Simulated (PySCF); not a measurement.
# Ionising SrS

CAM-B3LYP; basis Sr def2-SVPD with ECP28, S def2-SVPD; scalar-relativistic core potentials; PySCF 2.14. Neutral (UKS): singlet (closed shell), Re = 2.467 Å, ωe = 401 cm⁻¹, De = 3.18 eV, HOMO -5.92 eV, LUMO -1.77 eV.

SrS⁻ (UKS): doublet (σ ↑), Re = 2.575 Å, ωe = 342 cm⁻¹, De = 2.29 eV to Sr + S⁻. The energies at the minima are -428.76046 hartree for SrS and -428.80845 for SrS⁻.

(1) Work out the adiabatic electron affinity, without and with harmonic zero-point energies (1 hartree = 27.2114 eV, 1 eV = 8065.5 cm⁻¹), and the change of the bond length.

Spin–orbit coupling is left out. For an ion De counts to the pair picked by the measured ionisation energies or electron affinities, which need not be the lowest pair at this level. States were picked by a PBE0 search and need not be the measured ground states.

## Answers

(1) At CAM-B3LYP: 0.04799 hartree = 1.306 eV between the minima; the zero-point term (401.0 − 342.0)/2 cm⁻¹ = +0.004 eV makes it 1.310 eV. Re changes by +10.8 pm against the neutral. The electron enters a σ orbital; in so polar a molecule the change of length follows mostly from the change of the ionic charges.
